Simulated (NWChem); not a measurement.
Two isomers of CH$_{3}$FO$_{3}$Si, each optimised at PBE0/def2-SVP with NWChem. Flexible species stand in one conformer each, which need not be the lowest. 

A: C(=O)O[Si@@H](O)F
B: O=C[Si](O)(O)F

Q: Which is lower in energy, by how much, and how do their other properties compare?

A: A is lower by 17.3 kcal/mol in electronic energy; with zero-point energies, B − A = 16.5 kcal/mol.
|  | A | B |
|---|---|---|
| highest occupied level (eV) | -8.89 | -7.55 |
| orbital gap (eV) | 8.30 | 5.70 |
| dipole (D) | 1.89 | 1.39 |
| highest harmonic frequency (cm⁻¹) | 3766 | 3934 |
| zero-point energy (kcal/mol) | 32.6 | 31.8 |
